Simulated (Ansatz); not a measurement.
tellurium atom (Te), triplet (all electrons, no relativity); PBE0/STO-3G in Ansatz (a program for electronic structure).

Here is a job for Ansatz.
Ansatz 0.2 input:
```yaml
crystal:
  periodic: [false, false, false]
  atoms:
    - {symbol: Te, position_ang: [0.00000000, 0.00000000, 0.00000000]}
basis:
  gaussian:
    orbitals: STO-3G
hamiltonian:
  xc: pbe0
magnetization: {spin_polarized: true, initial_magnetization: 2}
```

Output, abridged:

```
Functional definition: PBE0
251 factors; integrals over basis functions are off by at most 2.9e-6 eV
mean field evaluation 1: about -178204.8907 eV, gradient 1.4e-1 eV
mean field evaluation 2: about -178204.8908 eV, gradient 2.8e-3 eV
mean field evaluation 4: about -178204.8957 eV, gradient 4.6e-6 eV
mean field -178204.89574594 eV, -6548.9091270467 hartree, gradient 4.6e-6 eV, S^2 2.000000; 0 other end points of the search recorded, 0 dependent functions left out
reference -178204.89575675 eV, -6548.9091274439 hartree; 27, 25 occupied and 0, 2 virtual orbitals, 251 factors
Total energy: -178204.89575675 eV, -6548.9091274439 hartree
```
